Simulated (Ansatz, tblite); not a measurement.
Forces on WS₂F₂ at its PBE-D4/def2-SVP geometry. Total charge 0; singlet.

In the def2 sets W takes a core potential; there is no spin–orbit coupling. The xTB rows come from tblite. Correlated methods freeze 12 core orbitals; core or outer-core shells of W are correlated, in sets that lack core-valence functions.

GFN1-xTB (tblite), largest force 2.39 eV/Å:

```xyz
5
positions Å, forces eV/Å
W     0.031   -0.066   -0.095    0.613   -1.322   -1.899
S     0.647   -0.381    1.929    0.215   -0.115    0.683
S    -1.239    1.656   -0.097   -0.432    0.583   -0.011
F    -0.986   -1.538   -0.628    0.801    1.163    0.424
F     1.547    0.329   -1.109   -1.197   -0.309    0.804
```

GFN2-xTB (tblite), largest force 1.41 eV/Å:

```
W 0.361 -0.779 -1.119
S 0.270 -0.139 0.882
S -0.554 0.751 -0.002
F 0.280 0.318 0.059
F -0.358 -0.152 0.180
```

PBE-QIDH/def2-TZVP (Ansatz), largest force 0.81 eV/Å:

```
W -0.091 0.196 0.282
S -0.228 0.110 -0.774
S 0.481 -0.656 -0.011
F 0.469 0.580 0.147
F -0.631 -0.230 0.356
```
